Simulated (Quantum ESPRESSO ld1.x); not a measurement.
The numbers below are computed, except where a source is named.
Q: Species: I3+. Configuration: [Kr] 4d10 5s2 5p2. Code: ld1.x of Quantum ESPRESSO 7.5. Model: Dirac Kohn-Sham, exchange-only PBE, spin-unpolarised, spherical densities, point nucleus; open shells fill j = l - 1/2 first. Some entries of the table are withheld. Estimate them.

orbital,occ.,eigenvalue (hartree),<1/r> (bohr^-1),<r> (bohr)
1s1/2,2,(1),56.84,0.02722
2s1/2,2,-188.225,13.27,0.1167
2p1/2,2,-176.671,13.25,0.09846
2p3/2,4,-165.691,12.22,0.1041
3s1/2,2,-38.8820,4.730,0.3138
3p1/2,2,-34.1066,4.640,0.3040
3p3/2,4,-32.0405,4.386,0.3156
3d3/2,4,(2),4.241,0.2865
3d5/2,6,(3),4.176,0.2901
4s1/2,2,-7.74498,1.902,0.7397
4p1/2,2,-6.07829,1.792,(4)
4p3/2,4,-5.67493,1.709,(5)
4d3/2,4,-2.99487,(6),0.9107
4d5/2,6,-2.93141,(7),0.9218
5s1/2,2,-1.65629,0.7122,1.840
5p1/2,2,-1.25081,0.6209,2.089
5p3/2,0,-1.19877,0.5969,2.162

A: 
(1) 1s1/2 eigenvalue (hartree): -1212.48
(2) 3d3/2 eigenvalue (hartree): -23.6283
(3) 3d5/2 eigenvalue (hartree): -23.1938
(4) 4p1/2 <r> (bohr): 0.7723
(5) 4p3/2 <r> (bohr): 0.8004
(6) 4d3/2 <1/r> (bohr^-1): 1.459
(7) 4d5/2 <1/r> (bohr^-1): 1.438
